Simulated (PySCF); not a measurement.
**Excitation energy of N⁺ by level of theory**

N⁺ [He] 2s2 2p2 (3P) → N⁺ [He] 2s1 2p2 3s1 (5P), as a difference of total energies. Calculation: PySCF 2.14, in dyall-acv3z (15s9p4d2f, 76 functions); the spin-free X2C one-electron Hamiltonian (Gaussian nucleus). Correlated levels: valence: 1s2 frozen; valence and next inner shell: nothing frozen; virtual orbitals above 40 to 60 times the deepest correlated orbital energy dropped. The calculations carry no spin-orbit coupling.

```
                                method  excitation energy (eV)
                                   UHF                  23.359
                                   LDA                  25.128
                                   PBE                  25.029
                                  PBE0                  24.999
                                r2SCAN                  24.771
                                 B3LYP                  25.641
                                M06-2X                  25.904
                                  BP86                  25.253
                                 HSE06                  24.989
                         MP2 (valence)                  24.914
                     SCS-MP2 (valence)                  25.324
    MP2 (valence and next inner shell)                  24.954
SCS-MP2 (valence and next inner shell)                  25.355
```

Question: How much does correlation contribute at MP2 (valence and next inner shell)?

Answer: 24.954 − (23.359) = 1.595 eV, measured against UHF.

The promoted electron is Rydberg-like, and one or two diffuse shells describe it only roughly, which tends to raise the upper state.
